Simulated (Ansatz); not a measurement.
All numbers were calculated with Ansatz.

A structure relaxed at PBE0-D4/def2-TZVP, charge 0, multiplicity 1:

```json
{"atom": "O1", "x (Å)": "0.603", "y (Å)": "0.236", "z (Å)": "0.903"}
{"atom": "As2", "x (Å)": "-0.662", "y (Å)": "0.030", "z (Å)": "-0.363"}
{"atom": "H3", "x (Å)": "0.203", "y (Å)": "0.694", "z (Å)": "1.645"}
{"atom": "H4", "x (Å)": "0.213", "y (Å)": "0.478", "z (Å)": "-1.533"}
{"atom": "H5", "x (Å)": "-0.357", "y (Å)": "-1.438", "z (Å)": "-0.652"}
```

Question: Give its formula and SMILES.

Answer: AsH3O, `O[AsH2]`.

Question: Point group (tolerance 0.08 Å, 0.16 Å for H)?

Answer: Cs.

Question: Summarise the bond lengths by kind.

Answer: 1 × As–O 1.802 Å; 1 × H–O 0.960 Å; 2 × As–H 1.527 to 1.528 Å.
